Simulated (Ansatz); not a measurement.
```yaml
crystal:
  periodic: [false, false, false]
  atoms:
    - {symbol: B, position_ang: [-0.158784, -1.048090, 0.250362]}
    - {symbol: C, position_ang: [0.684898, -0.792646, -0.936523]}
    - {symbol: F, position_ang: [1.967567, -0.579453, -0.927468]}
    - {symbol: F, position_ang: [0.254655, -0.642090, -2.149349]}
    - {symbol: Si, position_ang: [-0.332189, 0.976213, 0.623752]}
    - {symbol: Cl, position_ang: [-1.252257, 2.040329, -0.876876]}
    - {symbol: H, position_ang: [-1.292554, -1.366361, 0.045079]}
    - {symbol: H, position_ang: [0.440166, -1.293711, 1.262373]}
    - {symbol: H, position_ang: [-1.202873, 1.032103, 1.820247]}
    - {symbol: H, position_ang: [0.974372, 1.622606, 0.891403]}
basis:
  gaussian: {orbitals: STO-3G, fitting: {mean_field: cc-pVTZ-jkfit}}
total_charge: 4
hamiltonian: {xc: {name: B97}, pseudopotentials: {relativity: scalar}}
output: {forces: true}
```

```sh
$ ansatz run in.yaml --threads 4 --pin off --events-out ev --progress --plain --max-ram 10444MiB
```

Output, abridged:

```
Functional definition: B97
678 factors; integrals over basis functions are off by at most 8.5e-4 eV
mean field evaluation 1: about -27203.7226 eV, gradient 7.9e1 eV
mean field evaluation 2: about -26359.5234 eV, gradient 2.9e2 eV
mean field evaluation 4: about -27135.5913 eV, gradient 1.3e2 eV
mean field evaluation 8: about -27252.0154 eV, gradient 1.0e1 eV
mean field evaluation 16: about -27252.7302 eV, gradient 4.2e-3 eV
mean field -27252.73019172 eV, -1001.5193619816 hartree, gradient 1.3e-5 eV, S^2 0.000000; 3 other end points of the search recorded, 0 dependent functions left out
reference -27252.73020474 eV, -1001.5193624600 hartree; 30, 30 occupied and 12, 12 virtual orbitals, 678 factors
Total energy: -27252.73020474 eV, -1001.5193624600 hartree
Relativity: scalar
Atom 0 at    -0.158784    -1.048090     0.250362 Å, force    -1.118300    -5.090907     3.884872 eV/Å
Atom 1 at     0.684898    -0.792646    -0.936523 Å, force     3.130431     0.582989    -5.548732 eV/Å
Atom 2 at     1.967567    -0.579453    -0.927468 Å, force     3.796455    -0.576515     1.286723 eV/Å
Atom 3 at     0.254655    -0.642090    -2.149349 Å, force    -2.113784    -0.649424    -3.298473 eV/Å
Atom 4 at    -0.332189     0.976213     0.623752 Å, force    -0.773372     1.715196     0.847193 eV/Å
Atom 5 at    -1.252257     2.040329    -0.876876 Å, force    -1.560253     1.764323    -1.761269 eV/Å
Atom 6 at    -1.292554    -1.366361     0.045079 Å, force    -2.481142     0.287694    -0.674789 eV/Å
Atom 7 at     0.440166    -1.293711     1.262373 Å, force     0.714641     0.862512     1.704111 eV/Å
Atom 8 at    -1.202873     1.032103     1.820247 Å, force    -2.203871    -0.056032     2.980529 eV/Å
Atom 9 at     0.974372     1.622606     0.891403 Å, force     2.609195     1.160163     0.579835 eV/Å
Dipole moment:    -0.290880    -0.192173     1.807365 e Å
```

Q: What is wrong with this run?

A: The charge is far from anything that the molecule holds. The calculation finished and met its thresholds. The result belongs to that input, not to the molecule as meant.
